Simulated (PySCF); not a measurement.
Computed IR spectrum (relative IR intensity) of a molecule C₄H₉NSi. Coordinates come from a PBE-D3(BJ)/def2-SVP optimisation. The values are those of a single conformer. Level of theory: PBE-D3(BJ)/def2-SVP run with PySCF. Frequencies are harmonic and unscaled.

Lines under 2 % of the strongest are left out, and lines within 2 cm⁻¹ are merged.

```
ν (cm⁻¹)  relative intensity
--------  ------------------
184                      8.0
339                      3.6
390                      100
464                      4.4
474                       12
630                      6.9
638                       17
642                       17
711                       17
749                      4.5
821                      5.7
857                       98
885                       12
888                       43
902                      9.6
944                       21
1014                     4.1
1139                      11
1287                     7.1
1497                      14
2147                      46
2152                      63
2164                     5.2
2949                     4.7
2976                     5.5
3031                     4.4
3410                      35
3487                      10
3581                     9.8
```

Task: Which molecule gave these data?
(A) CN1CC=C[SiH2]1
(B) [SiH3]C1=CCNC1
(C) C#CCC[SiH2]N
(D) C=C1CCN[SiH2]1

Result: C, C#CCC[SiH2]N
